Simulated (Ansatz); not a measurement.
System: sum formula AlClF$_{2}$, net charge 0, singlet state. 
Geometry from a B3LYP-D3(BJ)/def2-TZVP (Ansatz, a first-principles code) optimisation:
```xyz
4

F     -1.2760    -1.3874     0.0091
Al    -0.4205     0.0071     0.0035
F     -1.2286     1.4295     0.0116
Cl     1.6475    -0.0277    -0.0136
```

Basis-set convergence of Hartree-Fock and CCSD(T) correlation energies (hartree) with Ansatz. Valence correlation only, unless marked. No spin-orbit coupling. Non-relativistic.

```
basis        functions       E(HF)  E(corr, CCSD(T))
-----------  ---------  ----------  ----------------
cc-pV(D+d)Z         74  -900.53805          -0.59415
cc-pV(T+d)Z        138  -900.64220          -0.80092
cc-pV(Q+d)Z        238  -900.66997          -0.87462
cc-pV(5+d)Z        382  -900.67544          -0.90128
```

Extrapolating the two largest sets (X = 4 and 5) as X^-3: E(corr) = (125·(-0.90128) - 64·(-0.87462))/61 = -0.9293 Eh, an estimate of the basis-set limit. The largest set recovers 97.0 % of it, the smallest 63.9 %.
